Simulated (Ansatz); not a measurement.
Ga(F)(Br)(OH) (BrFGaHO), SMILES [OH][Ga]([F])[Br].

Coordinates come from a PBE0-D3(BJ)/def2-SVP optimisation. The structure was generated by enumeration; whether it is a known compound was not checked. Other conformers were not sampled.

Two levels are set side by side: PBE/def2-SVPD (Ansatz, a first-principles code) and PBE0/def2-SVPD (Ansatz). Energy differences of separate SCF runs at the same geometry; the states with an electron removed or added have multiplicity 2 and 2. Differences are taken from unrounded values.

```json
[
 {"quantity": "vertical ionisation energy (eV)", "PBE0": "11.55", "PBE": "11.09", "PBE minus PBE0": "-0.46"},
 {"quantity": "vertical electron affinity (eV)", "PBE0": "0.36", "PBE": "0.52", "PBE minus PBE0": "0.16"},
 {"quantity": "vertical singlet–triplet gap (eV)", "PBE0": "5.68", "PBE": "5.11", "PBE minus PBE0": "-0.58"}
]
```
